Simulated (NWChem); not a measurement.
System: CH2NO, doublet; SMILES O=[C]N

```xyz
5

N      0.0958     1.0849     0.0000
C     -0.4017    -0.1535     0.0000
O      0.1515    -1.2085     0.0000
H      1.1013     1.2509     0.0000
H     -0.5239     1.8818     0.0000
```
Atoms are numbered in this order, from 1.

Program: NWChem. Spin-unrestricted. In the optimisation the excess spin sits in a' (Cs, its own frame). Structure relaxed at the PBE0/def2-SVP, spin-unrestricted level. No stability test was run on the SCF state. Solvent water, SMD (1 M gas to 1 M solution), gas-phase geometry. Reactions with the solvent are ignored.

### Question
Taking B3LYP/def2-TZVPD as the yardstick, which of these has the fewest basis functions while keeping “solvation free energy (kcal/mol)” within 0.5 kcal/mol of it: B3LYP/def2-TZVPP; B3LYP/def2-TZVP; B3LYP/STO-3G; B3LYP/def2-SVPD; B3LYP/def2-SVP?

### Answer
B3LYP/def2-SVP.
| level | basis functions | solvation free energy (kcal/mol) |
|---|---|---|
| B3LYP/STO-3G | 17 | 0.2 |
| B3LYP/def2-SVP | 52 | -3.4 |
| B3LYP/def2-SVPD | 79 | -3.9 |
| B3LYP/def2-TZVP | 105 | -4.0 |
| B3LYP/def2-TZVPP | 121 | -3.9 |
| B3LYP/def2-TZVPD | 132 | -3.8 |

The yardstick is one finite set, not the basis-set limit.
